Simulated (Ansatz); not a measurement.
A nudged elastic band was laid between two geometries of CH$_{4}$ClGeNO (9 atoms, charge 0, multiplicity 1).

Theory: Ansatz, RKS B3LYP/def2-SVP.

```
movable images  : 2
climbing image  : no
spring          : 5.0 eV/Å²
optimiser       : quadratic models (default)
start path      : through a guess of the saddle point
force threshold : 0.03 eV/Å
iteration limit : 60
end points      : relaxed
```

Initial state:

```xyz
9
Properties=species:S:1:pos:R:3
Cl -2.273 0.497 1.880
Ge -0.684 0.854 0.451
N 0.771 -0.265 0.586
C 0.443 -0.829 -0.737
O -0.785 -0.159 -1.047
H -0.601 2.380 0.278
H 1.730 0.012 0.775
H 0.274 -1.921 -0.700
H 1.214 -0.615 -1.503
```

Final state:

```xyz
9
Properties=species:S:1:pos:R:3
Cl -0.380 1.130 2.557
Ge -1.676 0.643 0.740
N 0.089 -0.774 0.078
C 0.748 -0.280 -1.075
O 0.595 -0.749 -2.167
H -0.989 1.741 -0.215
H 0.595 -0.643 0.959
H -0.271 -1.723 -0.046
H 1.377 0.610 -0.849
```

What changes between the two ends?

Bonds broken: Ge2–O5, C4–H8. Bonds formed: N3–H8.

Give the energies along the band, and the barrier.

The run converged. The highest image is number 1 of 0 to 3, 11.6 kcal/mol above the first end and 20.5 kcal/mol above the last; the last end lies 8.9 kcal/mol below the first. No image climbed, so the highest image needn't sit at the top of the path. A band with more images between the same ends climbed to 3.16 eV, so this one has probably stepped over the top. So few images can step over the top or miss a turn of the path. The orbitals stay closed-shell, which can raise the energy where a bond breaks towards radicals; this wasn't checked here.

| image | path coordinate (Å) | energy (kcal/mol) | Ge2–O5 (Å) | C4–H8 (Å) | N3–H8 (Å) |
| --- | --- | --- | --- | --- | --- |
| 0 | 0.00 | 0.0 | 1.81 | 1.11 | 2.15 |
| 1 | 1.89 | 11.6 | 1.87 | 1.11 | 2.08 |
| 2 | 3.78 | 4.3 | 2.86 | 1.93 | 1.02 |
| 3 | 5.68 | -8.9 | 3.94 | 2.04 | 1.02 |

What is the geometry of the highest image?


```xyz
9
Properties=species:S:1:pos:R:3
Cl -1.548 0.807 2.404
Ge -0.788 0.832 0.313
N 0.754 -0.144 0.505
C 0.610 -0.699 -0.831
O -0.559 -0.052 -1.319
H -1.120 2.251 -0.144
H 0.785 -0.823 1.267
H 0.478 -1.793 -0.738
H 1.476 -0.426 -1.473
```

The run took 2.5 min on 2 threads of Arm Neoverse V2, on a shared host, peak memory 0.28 GiB.
